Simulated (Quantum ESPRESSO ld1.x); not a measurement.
The run below uses ld1.x (Quantum ESPRESSO 7.5).

```
 &input
    atom='Os',
    iswitch=1,
    rel=2,
    dft='PBESOL',
    config='[Ar] 3d10 4s0 4p0',
    rel_dist='energy',
    verbosity='high',
    lsmall=.true.,
    prefix='ld1',
    max_out_wfc=37,
    file_charge='ld1.rho',
 /
```

Command: `OMP_NUM_THREADS=1 ld1.x < ld1.in > ld1.out`

It prints:

```
     Program LD1 v.7.5 starts

     --------------------------- All-electron run ----------------------------

     dirac relativistic calculation

     atomic number is 76.00
     dft =PBESOL   lsd =0 sic =0 latt =0  beta=0.20 tr2=1.0E-14
     Exchange-correlation= PBESOL
                           (   1   4  10   8   0   0   0)
     mesh =2117 r(mesh) =  99.21276 a.u. xmin = -8.00 dx = 0.00800
     1 Ry =  13.60569312 eV, c = 137.03599908

     n l j   nl                  e(Ry)          e(Ha)          e(eV)
     Spin orbit split results
     1 0 0.5 1S 1( 2.00)   -5607.912858745   -2803.956429373 -76299.5414166
     2 0 0.5 2S 1( 2.00)   -1126.769623978    -563.384811989 -15330.4817242
     2 1 0.5 2P 1( 2.00)   -1087.558039539    -543.779019770 -14796.9809394
     2 1 1.5 2P 1( 4.00)    -974.428894737    -487.214447369 -13257.7805120
     3 0 0.5 3S 1( 2.00)    -393.134739192    -196.567369596  -5348.8706174
     3 1 0.5 3P 1( 2.00)    -376.038108351    -188.019054175  -5116.2591048
     3 1 1.5 3P 1( 4.00)    -350.155858930    -175.077929465  -4764.1131618
     3 2 1.5 3D 1( 4.00)    -322.353258115    -161.176629058  -4385.8395071
     3 2 2.5 3D 1( 6.00)    -316.641300372    -158.320650186  -4308.1243629
     4 0 0.5 4S 1( 0.00)    -195.132779530     -97.566389765  -2654.9167165
     4 1 0.5 4P 1( 0.00)    -187.826165348     -93.913082674  -2555.5051662
     4 1 1.5 4P 1( 0.00)    -178.856211706     -89.428105853  -2433.4627296
     Averaged results
     1 0     1S 1( 2.00)   -5607.912858745   -2803.956429373 -76299.5414166
     2 0     2S 1( 2.00)   -1126.769623978    -563.384811989 -15330.4817242
     2 1     2P 1( 6.00)   -1012.138609671    -506.069304836 -13770.8473211
     3 0     3S 1( 2.00)    -393.134739192    -196.567369596  -5348.8706174
     3 1     3P 1( 6.00)    -358.783275404    -179.391637702  -4881.4951428
     3 2     3D 1(10.00)    -318.926083469    -159.463041735  -4339.2104206
     4 0     4S 1( 0.00)    -195.132779530     -97.566389765  -2654.9167165
     4 1     4P 1( 0.00)    -181.846196253     -90.923098127  -2474.1435418

     final scf error:  6.2E-16 reached in  19 iterations

     Etot =  -31214.712202 Ry,  -15607.356101 Ha, -424697.795147 eV

     Ekin =   35781.954083 Ry,   17890.977042 Ha,  486838.286597 eV
     Encl =  -72209.410234 Ry,  -36104.705117 Ha, -982459.076237 eV
     Eh   =    5695.962904 Ry,    2847.981452 Ha,   77497.523315 eV
     Exc  =    -483.218956 Ry,    -241.609478 Ha,   -6574.528822 eV

     normalization and overlap integrals

     s(1S/1S) =  1.000000  <r> =   0.0177  <r2> =    0.0004  r(max) =   0.0110
     LC norm =  0.91736554 + SC norm =  0.08263446 =  1.00000000
     s(1S/2S) = -0.000000
     s(1S/3S) = -0.000000
     s(1S/4S) =  0.000000
     s(2S/2S) =  1.000000  <r> =   0.0741  <r2> =    0.0066  r(max) =   0.0636
     LC norm =  0.98111799 + SC norm =  0.01888201 =  1.00000000
     s(2S/3S) =  0.000000
     s(2S/4S) =  0.000000
     s(2P/2P) =  1.000000  <r> =   0.0611  <r2> =    0.0047  r(max) =   0.0473
     LC norm =  0.98105455 + SC norm =  0.01894545 =  1.00000000
     s(2P/3P) =  0.000000
     s(2P/4P) =  0.000000
     s(2P/2P) =  1.000000  <r> =   0.0693  <r2> =    0.0058  r(max) =   0.0542
     LC norm =  0.98298485 + SC norm =  0.01701515 =  1.00000000
     s(2P/3P) =  0.000000
     s(2P/4P) =  0.000000
     s(3S/3S) =  1.000000  <r> =   0.1895  <r2> =    0.0411  r(max) =   0.1772
     LC norm =  0.99348728 + SC norm =  0.00651272 =  1.00000000
     s(3S/4S) =  0.000000
     s(3P/3P) =  1.000000  <r> =   0.1793  <r2> =    0.0374  r(max) =   0.1648
     LC norm =  0.99355079 + SC norm =  0.00644921 =  1.00000000
     s(3P/4P) =  0.000000
     s(3P/3P) =  1.000000  <r> =   0.1931  <r2> =    0.0432  r(max) =   0.1786
     LC norm =  0.99407449 + SC norm =  0.00592551 =  1.00000000
     s(3P/4P) =  0.000000
     s(3D/3D) =  1.000000  <r> =   0.1679  <r2> =    0.0329  r(max) =   0.1394
     LC norm =  0.99422347 + SC norm =  0.00577653 =  1.00000000
     s(3D/3D) =  1.000000  <r> =   0.1721  <r2> =    0.0344  r(max) =   0.1427
     LC norm =  0.99436797 + SC norm =  0.00563203 =  1.00000000
     s(4S/4S) =  1.000000  <r> =   0.3732  <r2> =    0.1568  r(max) =   0.3728
     LC norm =  0.99700951 + SC norm =  0.00299049 =  1.00000000
     s(4P/4P) =  1.000000  <r> =   0.3681  <r2> =    0.1538  r(max) =   0.3669
     LC norm =  0.99706697 + SC norm =  0.00293303 =  1.00000000
     s(4P/4P) =  1.000000  <r> =   0.3873  <r2> =    0.1699  r(max) =   0.3880
     LC norm =  0.99722643 + SC norm =  0.00277357 =  1.00000000

     LC charge = 27.58449137 + SC charge =  0.41550863 = 28.00000000

     ------------------------ End of All-electron run ------------------------
```

Run on one thread of a shared host, so times are rough (Intel(R) Xeon(R) Processor @ 2.60GHz): 0.32 s of CPU time, 1.4 s wall, 19 iterations on 2117 mesh points.
